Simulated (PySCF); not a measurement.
AlF2, SMILES [F][Al][F], multiplicity 2. Atoms are numbered in the order given.

```xyz
3

Al     0.0000     0.0000     0.4807
F      0.0000    -1.4308    -0.3472
F      0.0000     1.4308    -0.3472
```
Charge 0, spin multiplicity 2.

Geometry optimised at B3LYP-D3(BJ)/def2-TZVP. The multiplicity is an assumed one; other spin states were not compared. The isomer is the one that the SMILES or the coordinates give; other isomers of the formula were not compared.

Method: TDA-B3LYP/def2-TZVPD run with PySCF.

Vertical excitations. Isolated molecule, no solvent.

Q: Give excitation energies, oscillator strengths and character. (Estimate from the structure and the level; the computed values follow.)

A: 
```tsv
state	energy (eV)	λ (nm)	f	main pairs
root 1	4.13	300	0.166	α HOMO→LUMO 98 %
root 2	5.76	215	0.118	α HOMO→LUMO+1 91 %
root 3	5.94	209	0.042	α HOMO→LUMO+2 24 %, β HOMO→LUMO 74 %
root 4	6.05	205	0.167	α HOMO→LUMO+2 74 %, β HOMO→LUMO 25 %
root 5	6.15	202	0.000	β HOMO−1→LUMO 99 %
root 6	6.52	190	0.035	β HOMO−3→LUMO 98 %
root 7	6.54	190	0.101	α HOMO→LUMO+3 26 %, β HOMO−2→LUMO 72 %
root 8	6.64	187	0.011	α HOMO→LUMO+3 69 %, β HOMO−2→LUMO 22 %
root 9	7.21	172	0.040	β HOMO−4→LUMO 93 %
root 10	7.75	160	0.010	α HOMO→LUMO+5 99 %
```
Unrestricted roots are not spin-pure.
